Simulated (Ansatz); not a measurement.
Program: Ansatz. Geometries: PBE0-D4/def2-TZVP. ΔE: electronic, gas phase. CBS: MP2 limit from def2 TZ/QZ plus the TZ coupled-cluster correction, frozen cores. This one scheme is used for every species. Functionals use def2-TZVPP. HSE06 is defined as in plane-wave codes. Elements past krypton have def2 core potentials. For Sb outer-core shells are correlated without core-valence functions, which leaves a few kJ/mol of doubt a bond.

Reaction (cleavage of the Sb–Si bond): `F[SiH2][SbH2]` + NH₃ → `[NH2][SbH2]` + `F[SiH3]`

```csv
species,HSE06-D4 energy (Eh)
`F[SiH2][SbH2]`,-631.87548
NH₃,-56.51284
`[NH2][SbH2]`,-297.35458
`F[SiH3]`,-391.00901
```

Q: Work out ΔE.

A: ΔE = (-297.35458) + (-391.00901) − (-631.87548) − (-56.51284) = 0.02473 Eh = +64.9 kJ/mol. CCSD(T)/CBS gives +54.5 kJ/mol.

Q: What do rigid-rotor, harmonic-oscillator terms from PBE0-D4/def2-TZVP frequencies (298.15 K, 1 bar) make of the CCSD(T)/CBS value? (Estimate.)

A: Computed: ΔZPE = -4.1 kJ/mol, ΔH = +47.1 kJ/mol, ΔS = -4 J/(mol·K), ΔG = +48.3 kJ/mol.

Largest T1 diagnostic among the species: 0.013.

Leaving LDA and LC-ωPBE aside and taking each functional with its dispersion term where it has one, the values, not all of them listed here, spread over 16.1 kJ/mol, from B2PLYP to HSE06-D4. LDA lies +5.6 kJ/mol from PBE without D4. The D4 term adds +3.5 kJ/mol with B3LYP and +2.0 kJ/mol with PBE0; it sums over pairs of atoms, weighted by their polarisabilities, and B3LYP, whose exchange is more repulsive, gets the larger term. In def2-TZVPP, CCSD(T) changes the Hartree–Fock value by +9.9 kJ/mol (the triples alone add +0.7 kJ/mol) and MP2 by +10.8 kJ/mol.

B3LYP here is the variant with VWN-RPA as its local correlation; programs differ in this.
